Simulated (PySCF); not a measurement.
Compound: C₂H₈F₃NSi₂.
Atom-mapped SMILES: `[F:1][C:2]([F:3])([F:4])[CH2:5][NH:6][SiH2:7][SiH3:8]` (hydrogens: H9, H10 on C5; H11 on N6; H12, H13 on Si7; H14, H15, H16 on Si8)

Cartesian coordinates in Å at the GFN2-xTB level; atoms count from 1:
```xyz
16
C2H8F3NSi2 angstrom
F      3.6435   -0.1495    0.6262
C      2.3494   -0.3748    0.3483
F      2.2879   -0.6991   -0.9496
F      1.9945   -1.4745    1.0331
C      1.4686    0.8221    0.7043
N      0.0755    0.5350    0.5897
Si    -0.7773    0.6128   -0.9197
Si    -2.9954    0.3537   -0.3634
H      1.7346    1.1145    1.7274
H      1.7278    1.6330    0.0210
H     -0.2207   -0.1504    1.2687
H     -0.2868   -0.3482   -1.9219
H     -0.3839    1.9381   -1.4194
H     -3.7938    0.2286   -1.5846
H     -3.5602    1.4778    0.3877
H     -3.2713   -0.8426    0.4410
```

The closed-shell SCF was solved with PySCF and density fitting under several settings on one GFN2-xTB geometry (grid level 2 and gas phase unless stated).

```json
{"settings": "PBE0/pcSseg-1", "basis functions": "190", "SCF cycles": "12", "E (Eh)": "-1013.5690", "HOMO (eV)": "-7.41", "LUMO (eV)": "-0.35", "dipole (D)": "1.59"}
{"settings": "PBE0/def2-SVPD", "basis functions": "241", "SCF cycles": "12", "E (Eh)": "-1013.1493", "HOMO (eV)": "-7.45", "LUMO (eV)": "-0.42", "dipole (D)": "1.73"}
{"settings": "LDA/pcSseg-1", "basis functions": "190", "SCF cycles": "15", "E (Eh)": "-1008.8785", "HOMO (eV)": "-6.11", "LUMO (eV)": "-1.39", "dipole (D)": "1.55"}
{"settings": "PBE0/6-31G, start guess vsap", "basis functions": "96", "SCF cycles": "13", "E (Eh)": "-1013.4019", "HOMO (eV)": "-7.06", "LUMO (eV)": "0.04", "dipole (D)": "1.73"}
{"settings": "wB97X/ANO-RCC-VDZP, fitting basis def2-universal-jkfit", "basis functions": "160", "SCF cycles": "11", "E (Eh)": "-1014.1105", "HOMO (eV)": "-9.79", "LUMO (eV)": "1.68", "dipole (D)": "1.93"}
```

Task: Estimate the row for these settings: HF/def2-SVPD.

Result: 
```csv
settings,basis functions,SCF cycles,E (Eh),HOMO (eV),LUMO (eV),dipole (D)
HF/def2-SVPD,241,10,-1010.5542,-10.84,2.28,1.88
```

Task: Over all rows, what range does the HOMO–LUMO gap span?

Result: From 4.72 eV (LDA/pcSseg-1) to 13.12 eV (HF/def2-SVPD). The functional of the narrowest has no exact exchange, that of the widest 100 % exact exchange.

Task: And the dipole moment?

Result: From 1.55 D (LDA/pcSseg-1) to 1.93 D (wB97X/ANO-RCC-VDZP, fitting basis def2-universal-jkfit); the largest is 1.25 times the smallest, and the median is 1.73 D.

Task: Compare two rows with the functional PBE0: PBE0/6-31G, start guess vsap and PBE0/def2-SVPD. Which energy is lower, and by how much?

Result: PBE0/6-31G, start guess vsap (96 functions) lies 0.2526 Eh or 159 kcal/mol below PBE0/def2-SVPD (241 functions). The smaller set gives the lower energy; the two sets aren't nested, so the variational bound doesn't order them by size.

Cycle counts include a coarse-grid stage where the run had one. ANO-RCC sets were contracted for a scalar-relativistic Hamiltonian, but ran non-relativistically here.

One conformer stands for the species.
